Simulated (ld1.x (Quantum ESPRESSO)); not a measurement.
## Pseudopotential generation for V (Z = 23): PAW, PBE, scalar-relativistic.

ld1.x (Quantum ESPRESSO) 7.5 was run on this input:

```
&input
   title='V', zed=23., rel=1, dft='PBE', iswitch=3,
   config='[Ar] 3d3 4s0 4p0',
   nld=3, rlderiv=1.90, eminld=-8.0, emaxld=5.0, deld=0.04
 /
 &inputp
   pseudotype=3, lpaw=.true., tm=.true., lloc=-1, rcloc=1.55,
   nlcc=.true.,
   which_augfun='BESSEL', rmatch_augfun=0.75,
   file_pseudopw='V.UPF', file_wfcaegen='ae.wfc', file_wfcncgen='nc.wfc', file_beta='beta', file_chi='chi', file_wfcusgen='us.wfc'
 /
6
3S  1  0   2.00   0.00  1.40  1.75  0.0
4S  2  0   0.00   0.00  1.40  1.75  0.0
3P  2  1   6.00   0.00  1.35  1.50  0.0
4P  3  1   0.00   0.00  1.35  1.50  0.0
3D  3  2   3.00   0.00  1.00  1.25  0.0
3D  3  2   0.00   0.45  1.00  1.25  0.0
 &test
   configts(1)='3s2 3p6 3d3 4s0 4p0'
 /
```

Command:

```bash
ld1.x < V.in > V.out
```

Output (shortened: banner, matrices, multipoles, cross overlaps and the repeated all-electron block are left out):

```
Program LD1 v.7.5
     --------------------------- All-electron run ----------------------------

     V
     scalar relativistic calculation

     atomic number is 23.00
     dft =PBE   lsd =0 sic =0 latt =0  beta=0.20 tr2=1.0E-14
     Exchange-correlation= PBE
                           (   1   4   3   4   0   0   0)
     mesh =1181 r(mesh) = 100.93793 a.u. xmin = -7.00 dx = 0.01250
     1 Ry =  13.60569312 eV, c = 137.03599908

     n l     nl                  e(Ry)          e(Ha)          e(eV)
     1 0     1S 1( 2.00)      -395.5335      -197.7668     -5381.5079
     2 0     2S 1( 2.00)       -45.5012       -22.7506      -619.0760
     2 1     2P 1( 6.00)       -38.1920       -19.0960      -519.6282
     3 0     3S 1( 2.00)        -6.3780        -3.1890       -86.7769
     3 1     3P 1( 6.00)        -4.4528        -2.2264       -60.5836
     3 2     3D 1( 3.00)        -1.5668        -0.7834       -21.3170
     4 0     4S 1( 0.00)        -1.3083        -0.6541       -17.8002
     4 1     4P 1( 0.00)        -0.9529        -0.4764       -12.9643

     final scf error:  9.3E-15 reached in  26 iterations

     Etot =   -1896.393595 Ry,    -948.196797 Ha,  -25801.749288 eV

     Ekin =    1914.021255 Ry,     957.010628 Ha,   26041.585827 eV
     Encl =   -4488.353193 Ry,   -2244.176597 Ha,  -61067.156174 eV
     Eh   =     767.480550 Ry,     383.740275 Ha,   10442.104838 eV
     Exc  =     -89.542206 Ry,     -44.771103 Ha,   -1218.283779 eV

     normalization and overlap integrals

     s(1S/1S) =  1.000000  <r> =   0.0664  <r2> =    0.0059  r(max) =   0.0435
     s(2S/2S) =  1.000000  <r> =   0.3082  <r2> =    0.1123  r(max) =   0.2565
     s(2P/2P) =  1.000000  <r> =   0.2740  <r2> =    0.0925  r(max) =   0.2074
     s(3S/3S) =  1.000000  <r> =   0.9487  <r2> =    1.0381  r(max) =   0.8204
     s(3P/3P) =  1.000000  <r> =   1.0152  <r2> =    1.2131  r(max) =   0.8411
     s(3D/3D) =  1.000000  <r> =   1.3211  <r2> =    2.2395  r(max) =   0.8843
     s(4S/4S) =  1.000000  <r> =   2.8030  <r2> =    8.8790  r(max) =   2.4645
     s(4P/4P) =  1.000000  <r> =   3.3061  <r2> =   12.3891  r(max) =   2.8994

     ------------------------ End of All-electron run ------------------------

     --------------------- Generating PAW atomic setup --------------------

      Generating local potential from pseudized AE potential:
      Matching radius rcloc =   1.5500

      Local pseudo, rcloc= 1.552 Estimated cut-off energy=     9.76 Ry

      Computing core charge for nlcc:

       r > 0.48 : true rho core
       r < 0.48 : rho core = a sin(br)/r    a=  28.41  b=   5.54

      Integrated core pseudo-charge :   3.26
      Wfc-us  3S rcutus= 1.759  Estimated cut-off energy=    18.00 Ry
      Wfc-us  4S rcutus= 1.759  Estimated cut-off energy=    37.38 Ry
      Wfc-us  3P rcutus= 1.514  Estimated cut-off energy=    36.21 Ry
      Wfc-us  4P rcutus= 1.514  Estimated cut-off energy=    66.21 Ry
      Wfc-us  3D rcutus= 1.239  Estimated cut-off energy=    73.72 Ry
      Wfc-us  3D rcutus= 1.239  Estimated cut-off energy=    84.48 Ry

     Required augmentation: BESSEL   radius:    0.750000
     Suggested rho cutoff for augmentation: 175.74 Ry

     Estimated PAW energy = -211.800126 Ryd

     ------------------- End of pseudopotential generation -------------------

     Computing logarithmic derivative in   1.90747
     Computing logarithmic derivative in   1.90747
     Computing the partial wave expansion
     R is outside the sphere for l=    0 j= 0.00
     R is outside the sphere for l=    0 j= 0.00
     R is outside the sphere for l=    1 j= 0.00
     R is outside the sphere for l=    1 j= 0.00
     R is outside the sphere for l=    2 j= 0.00
     R is outside the sphere for l=    2 j= 0.00

     ---------------------- Testing the pseudopotential ----------------------

     V
     scalar relativistic calculation

     atomic number is 23.00   valence charge is 13.00
     dft = SLA  PW   PBX  PBC   lsd =0 sic =0 latt =0  beta=0.20 tr2=1.0E-14
     mesh =1181 r(mesh) = 100.93793 xmin = -7.00 dx = 0.01250

     n l     nl             e AE (Ry)        e PS (Ry)    De AE-PS (Ry)
     1 0     3S   1( 2.00)       -6.37798       -6.37798        0.00000
     2 1     3P   1( 6.00)       -4.45281       -4.45281        0.00000
     3 2     3D   1( 3.00)       -1.56677       -1.56678        0.00000
     2 0     4S   1( 0.00)       -1.30829       -1.30829        0.00000
     3 1     4P   1( 0.00)       -0.95286       -0.95285       -0.00001

     eps = 7.5E-16  iter =  4

     Etot =   -1896.393595 Ry,    -948.196797 Ha,  -25801.749288 eV
     Etotps =  -211.800131 Ry,    -105.900066 Ha,   -2881.687588 eV

     Ekin =     164.532030 Ry,      82.266015 Ha,    2238.572311 eV
     Encl =    -388.829699 Ry,    -194.414849 Ha,   -5290.297555 eV
     Ehrt =     102.039745 Ry,      51.019872 Ha,    1388.321453 eV
     Ecxc =     -89.542208 Ry,     -44.771104 Ha,   -1218.283797 eV
     (Ecc =      -9.098641 Ry,      -4.549321 Ha,    -123.793323 eV)

     ---------------------- End of pseudopotential test ----------------------
```

Generation and configuration tests took about 3.2 s on one core of a shared server CPU.

Transferability test of the new file with ld1.x, input:

```
&input
   title='V', zed=23., rel=1, dft='PBE', iswitch=2,
   config='[Ar] 3d3 4s0 4p0'
 /
 &test
   file_pseudo='V.UPF', nconf=8,
   configts(1)='3s2 3p6 3d3 4s0 4p0',
   configts(2)='3s2 3p6 3d3 4s2 4p0',
   configts(3)='3s2 3p6 3d3 4s1 4p0',
   configts(4)='3s2 3p6 3d2 4s0 4p0',
   configts(5)='3s2 3p6 3d4 4s0 4p0',
   configts(6)='3s2 3p5 3d3 4s2 4p0',
   configts(7)='3s2 3p6 3d4 4s1 4p0',
   configts(8)='3s1 3p6 3d3 4s2 4p0'
 /
```

```bash
ld1.x < V.test.in > V.test.out
```

Pseudopotential blocks of its output, shortened (energy terms left out):

```
     ---------------------- Testing the pseudopotential ----------------------

     n l     nl             e AE (Ry)        e PS (Ry)    De AE-PS (Ry)
     1 0     3S   1( 2.00)       -6.37798       -6.37798        0.00000
     2 1     3P   1( 6.00)       -4.45281       -4.45281        0.00000
     3 2     3D   1( 3.00)       -1.56677       -1.56678        0.00000
     2 0     4S   1( 0.00)       -1.30829       -1.30829        0.00000
     3 1     4P   1( 0.00)       -0.95286       -0.95285       -0.00001

     eps = 7.5E-16  iter =  4

     Etot =   -1896.393595 Ry,    -948.196797 Ha,  -25801.749288 eV
     Etotps =  -211.800131 Ry,    -105.900066 Ha,   -2881.687588 eV

     ---------------------- End of pseudopotential test ----------------------

          ---------------------- Testing the pseudopotential ----------------------

     n l     nl             e AE (Ry)        e PS (Ry)    De AE-PS (Ry)
     1 0     3S   1( 2.00)       -5.16220       -5.16020       -0.00200
     2 1     3P   1( 6.00)       -3.23697       -3.23488       -0.00209
     3 2     3D   1( 3.00)       -0.37958       -0.37821       -0.00137
     2 0     4S   1( 2.00)       -0.34559       -0.34601        0.00042
     3 1     4P   1( 0.00)       -0.10613       -0.10597       -0.00016

     eps = 8.9E-15  iter = 16

     Etot =   -1898.012815 Ry,    -949.006408 Ha,  -25823.779905 eV
     Etotps =  -213.420163 Ry,    -106.710082 Ha,   -2903.729250 eV
     dEtot_ae =      -1.619221 Ry
     dEtot_ps =      -1.620032 Ry,   Delta E=       0.000812 Ry

     ---------------------- End of pseudopotential test ----------------------

          ---------------------- Testing the pseudopotential ----------------------

     n l     nl             e AE (Ry)        e PS (Ry)    De AE-PS (Ry)
     1 0     3S   1( 2.00)       -5.72074       -5.71979       -0.00095
     2 1     3P   1( 6.00)       -3.79624       -3.79526       -0.00098
     3 2     3D   1( 3.00)       -0.92848       -0.92787       -0.00061
     2 0     4S   1( 1.00)       -0.80115       -0.80155        0.00040
     3 1     4P   1( 0.00)       -0.50232       -0.50233        0.00001

     eps = 2.8E-15  iter =  9

     Etot =   -1897.444328 Ry,    -948.722164 Ha,  -25816.045246 eV
     Etotps =  -212.851176 Ry,    -106.425588 Ha,   -2895.987782 eV
     dEtot_ae =      -1.050734 Ry
     dEtot_ps =      -1.051045 Ry,   Delta E=       0.000311 Ry

     ---------------------- End of pseudopotential test ----------------------

          ---------------------- Testing the pseudopotential ----------------------

     n l     nl             e AE (Ry)        e PS (Ry)    De AE-PS (Ry)
     1 0     3S   1( 2.00)       -7.62866       -7.62704       -0.00162
     2 1     3P   1( 6.00)       -5.68090       -5.67904       -0.00186
     3 2     3D   1( 2.00)       -2.71620       -2.71467       -0.00153
     2 0     4S   1( 0.00)       -2.04038       -2.04124        0.00086
     3 1     4P   1( 0.00)       -1.60409       -1.60472        0.00063

     eps = 1.8E-15  iter = 14

     Etot =   -1894.269646 Ry,    -947.134823 Ha,  -25772.851498 eV
     Etotps =  -209.676738 Ry,    -104.838369 Ha,   -2852.797359 eV
     dEtot_ae =       2.123948 Ry
     dEtot_ps =       2.123393 Ry,   Delta E=       0.000556 Ry

     ---------------------- End of pseudopotential test ----------------------

          ---------------------- Testing the pseudopotential ----------------------

     n l     nl             e AE (Ry)        e PS (Ry)    De AE-PS (Ry)
     1 0     3S   1( 2.00)       -5.37892       -5.37921        0.00028
     2 1     3P   1( 6.00)       -3.46785       -3.46814        0.00029
     3 2     3D   1( 4.00)       -0.66059       -0.66062        0.00003
     2 0     4S   1( 0.00)       -0.69797       -0.69776       -0.00021
     3 1     4P   1( 0.00)       -0.42853       -0.42850       -0.00003

     eps = 6.7E-15  iter = 17

     Etot =   -1897.483868 Ry,    -948.741934 Ha,  -25816.583212 eV
     Etotps =  -212.890421 Ry,    -106.445211 Ha,   -2896.521743 eV
     dEtot_ae =      -1.090273 Ry
     dEtot_ps =      -1.090290 Ry,   Delta E=       0.000017 Ry

     ---------------------- End of pseudopotential test ----------------------

          ---------------------- Testing the pseudopotential ----------------------

     n l     nl             e AE (Ry)        e PS (Ry)    De AE-PS (Ry)
     1 0     3S   1( 2.00)       -6.24089       -6.23418       -0.00671  !
     2 1     3P   1( 5.00)       -4.29524       -4.28754       -0.00771  !
     3 2     3D   1( 3.00)       -1.34786       -1.34020       -0.00766  !
     2 0     4S   1( 2.00)       -0.93090       -0.93376        0.00286
     3 1     4P   1( 0.00)       -0.59090       -0.59075       -0.00015

     eps = 6.8E-15  iter = 15

     Etot =   -1894.268293 Ry,    -947.134146 Ha,  -25772.833087 eV
     Etotps =  -209.679186 Ry,    -104.839593 Ha,   -2852.830658 eV
     dEtot_ae =       2.125302 Ry
     dEtot_ps =       2.120945 Ry,   Delta E=       0.004356 Ry

     ---------------------- End of pseudopotential test ----------------------

          ---------------------- Testing the pseudopotential ----------------------

     n l     nl             e AE (Ry)        e PS (Ry)    De AE-PS (Ry)
     1 0     3S   1( 2.00)       -4.89320       -4.89312       -0.00008
     2 1     3P   1( 6.00)       -2.97908       -2.97901       -0.00007
     3 2     3D   1( 4.00)       -0.17849       -0.17844       -0.00004
     2 0     4S   1( 1.00)       -0.28474       -0.28479        0.00005
     3 1     4P   1( 0.00)       -0.07731       -0.07733        0.00003

     eps = 1.7E-15  iter = 15

     Etot =   -1897.969752 Ry,    -948.984876 Ha,  -25823.194002 eV
     Etotps =  -213.376301 Ry,    -106.688151 Ha,   -2903.132471 eV
     dEtot_ae =      -1.576157 Ry
     dEtot_ps =      -1.576170 Ry,   Delta E=       0.000012 Ry

     ---------------------- End of pseudopotential test ----------------------

          ---------------------- Testing the pseudopotential ----------------------

     n l     nl             e AE (Ry)        e PS (Ry)    De AE-PS (Ry)
     1 0     3S   1( 1.00)       -6.26440       -6.25938       -0.00502  !
     2 1     3P   1( 6.00)       -4.31725       -4.31134       -0.00591  !
     3 2     3D   1( 3.00)       -1.36728       -1.36116       -0.00612  !
     2 0     4S   1( 2.00)       -0.93168       -0.93419        0.00251
     3 1     4P   1( 0.00)       -0.59102       -0.59097       -0.00005

     eps = 5.8E-15  iter = 14

     Etot =   -1892.321851 Ry,    -946.160925 Ha,  -25746.350392 eV
     Etotps =  -207.731815 Ry,    -103.865907 Ha,   -2826.335322 eV
     dEtot_ae =       4.071744 Ry
     dEtot_ps =       4.068317 Ry,   Delta E=       0.003427 Ry

     ---------------------- End of pseudopotential test ----------------------
```
